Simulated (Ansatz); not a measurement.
Basis sets compared for SnH(OMe)3 (C3H10O3Sn). The state is a singlet with charge 0. Geometry PBE-D4/def2-SVP. Ansatz on 4 threads of Intel Xeon on a shared host; times are rough, and most runs start from earlier orbitals.

```xyz
17

Sn   -0.404   -0.041    1.531
H    -0.833   -0.082    3.189
O    -1.422    1.383    0.544
C    -0.784    2.069   -0.521
H    -1.336    3.017   -0.703
H    -0.799    1.486   -1.474
H     0.277    2.332   -0.304
O    -0.793   -1.798    0.636
C    -1.181   -1.801   -0.728
H    -1.679   -2.771   -0.946
H    -0.310   -1.710   -1.421
H    -1.901   -0.989   -0.984
O     1.555    0.345    1.295
C     2.241   -0.240    0.200
H     3.332   -0.188    0.407
H     2.058    0.300   -0.760
H     1.980   -1.312    0.039
```

In the def2 sets Sn takes a core potential, while STO-3G treats all electrons; there is no spin–orbit coupling.

STO-3G and 6-31G are all-electron sets without relativity, so their totals don't compare with the def2 sets.

Binding counts from free atoms (Sn triplet, H doublet, O triplet, C triplet) in the same basis, without a counterpoise term.

| level | functions | energy (Eh) | HOMO (eV) | LUMO (eV) | binding per atom (eV) | wall time |
| --- | --- | --- | --- | --- | --- | --- |
| HF/STO-3G | 67 | -6302.8912 | -7.94 | 8.67 | 3.22 | 1 s |
| PBE-D4/def2-SVP | 160 | -559.6265 | -6.05 | -2.02 | 3.84 | 2.8 s |
| PBE0-D4/def2-SVP | 160 | -559.6493 | -7.67 | -1.05 | 3.74 | 4 s |

Problem. Estimate the rows for HF/def2-TZVP, PBE-D4/def2-TZVP, PBE0-D4/def2-TZVP.

Solution. 
```
            level  functions  energy (Eh)  HOMO (eV)  LUMO (eV)  binding per atom (eV)  wall time
     HF/def2-TZVP        296    -557.4923     -11.74       2.60                   2.61      6.5 s
 PBE-D4/def2-TZVP        296    -560.0529      -6.26      -2.24                   3.83        4 s
PBE0-D4/def2-TZVP        296    -560.0699      -7.82      -1.25                   3.73      8.5 s
```
